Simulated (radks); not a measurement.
Isoelectronic series with 1 electrons, each ion in its NIST ground configuration. Calculated with a radial shooting solver on a logarithmic mesh with Libxc functionals: Dirac Kohn-Sham, PBE, spin-unpolarised, spherical densities, finite nucleus; Fermi nuclear charge, rms radius of each element as measured or else 0.836 A^(1/3) + 0.57 fm. Total energies (hartree) and mean radii <r> (bohr):

H: configuration 1s1; E (hartree) -0.45893; 1s1/2 1.636
He+: configuration 1s1; E (hartree) -1.90215; 1s1/2 0.7841
Li2+: configuration 1s1; E (hartree) -4.34457; 1s1/2 0.5151
Be3+: configuration 1s1; E (hartree) -7.78743; 1s1/2 0.3834
B4+: configuration 1s1; E (hartree) -12.23145; 1s1/2 0.3053
C5+: configuration 1s1; E (hartree) -17.67741; 1s1/2 0.2536
N6+: configuration 1s1; E (hartree) -24.12622; 1s1/2 0.2169
O7+: configuration 1s1; E (hartree) -31.57893; 1s1/2 0.1894
F8+: configuration 1s1; E (hartree) -40.03675; 1s1/2 0.1681
Ne9+: configuration 1s1; E (hartree) -49.50105; 1s1/2 0.1511
Mg11+: configuration 1s1; E (hartree) -71.45539; 1s1/2 0.1256
Al12+: configuration 1s1; E (hartree) -83.94900; 1s1/2 0.1158
Si13+: configuration 1s1; E (hartree) -97.45622; 1s1/2 0.1075
P14+: configuration 1s1; E (hartree) -111.97926; 1s1/2 0.1002
S15+: configuration 1s1; E (hartree) -127.52049; 1s1/2 0.09386
